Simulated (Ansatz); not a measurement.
Consider the formal exchange of groups at the Al–Sn bond: `C=C[O][AlH][SnH3]` + `Fc1ccccc1` → `C=C[O][AlH][F]` + `[SnH3][c]1ccccc1`.

Calculated with Ansatz (gas phase, PBE0-D4/def2-TZVP geometries, no zero-point term in ΔE). CCSD(T)/CBS is the MP2 limit (def2-TZVPP, def2-QZVPP) plus CCSD(T) − MP2 in def2-TZVPP, frozen cores. DFT in def2-TZVPP. B3LYP here is the variant with VWN-RPA as its local correlation; programs differ in this. def2 core potentials past Kr. For Sn outer-core shells are correlated without core-valence functions, which leaves a few kJ/mol of doubt a bond. Each species was taken in one conformer, which may not be the lowest.

`C=C[O][AlH][SnH3]`:

Cartesian coordinates in Å:
```
C 2.559 1.190 -0.450
C 1.445 1.529 0.188
O 0.301 0.824 0.202
Al -0.113 -0.823 0.340
Sn -2.695 -1.277 -0.009
H 3.421 1.840 -0.405
H 2.636 0.277 -1.029
H 1.380 2.459 0.750
H 1.031 -1.867 0.674
H -3.052 -2.947 -0.118
H -3.620 -0.661 1.291
H -3.292 -0.544 -1.432
```

`Fc1ccccc1`:

```xyz
12

F    -2.115    0.436   -1.584
C    -1.057    0.218   -0.792
C    -0.307   -0.926   -0.982
C     0.787   -1.144   -0.157
C     1.114   -0.229    0.834
C     0.342    0.911    1.002
C    -0.755    1.145    0.186
H    -0.583   -1.625   -1.762
H     1.386   -2.036   -0.292
H     1.969   -0.405    1.475
H     0.593    1.629    1.774
H    -1.373    2.027    0.297
```

`C=C[O][AlH][F]`:

Z-matrix (Å, degrees):
```
C
C 1 1.325
H 1 1.083 2 121.4
H 1 1.081 2 119.7 3 -180.0
O 2 1.346 1 123.2 3 -0.0
H 2 1.090 1 121.1 3 180.0
Al 5 1.684 2 137.8 1 180.0
F 7 1.640 5 116.4 2 -179.8
H 7 1.565 5 123.2 2 0.3
```

`[SnH3][c]1ccccc1`:

Z-matrix (Å, degrees):
```
Sn
C 1 2.131
H 1 1.708 2 109.3
H 1 1.709 2 110.7 3 119.7
H 1 1.708 2 108.8 3 -120.6
C 2 1.394 1 120.8 3 -34.8
C 2 1.393 1 120.6 3 145.6
C 6 1.388 2 120.8 1 -179.4
H 6 1.086 2 120.3 1 0.9
C 7 1.388 2 120.8 1 179.4
H 7 1.086 2 120.3 1 -0.9
C 8 1.387 6 120.0 2 -0.0
H 8 1.084 6 119.9 2 -179.9
H 10 1.084 7 119.9 2 180.0
H 12 1.084 8 120.1 6 -179.9
```

```
             level  ΔE (kcal/mol)  difference from CCSD(T)/CBS
            PBE-D4          -38.3                          8.8
         r2SCAN-D4          -41.6                          5.5
           ωB97X-V          -42.4                          4.7
           ωB97M-V          -43.3                          3.8
            B2PLYP          -45.5                          1.6
               PBE          -37.2                          9.9
             B3LYP          -41.5                          5.6
    MP2/def2-TZVPP          -51.8                         -4.7
SCS-MP2/def2-TZVPP          -50.5                         -3.4
   CCSD/def2-TZVPP          -46.7                          0.4
CCSD(T)/def2-TZVPP          -46.9                          0.2
     HF/def2-QZVPP          -44.7                          2.4
    MP2/def2-QZVPP          -52.2                         -5.1
SCS-MP2/def2-QZVPP          -50.9                         -3.8
     MP2/CBS(def2)          -52.0                         -4.9
    CCSD/CBS(def2)          -46.8                          0.3
       CCSD(T)/CBS          -47.1                            0
```

Largest T1 diagnostic among the species: 0.014.

In def2-TZVPP, CCSD(T) changes the Hartree–Fock value by −3.1 kcal/mol (the triples alone add −0.3 kcal/mol) and MP2 by −7.9 kcal/mol. The D4 term adds −1.7 kcal/mol with B3LYP and −0.9 kcal/mol with PBE0; it sums over pairs of atoms, weighted by their polarisabilities, and B3LYP, whose exchange is more repulsive, gets the larger term.
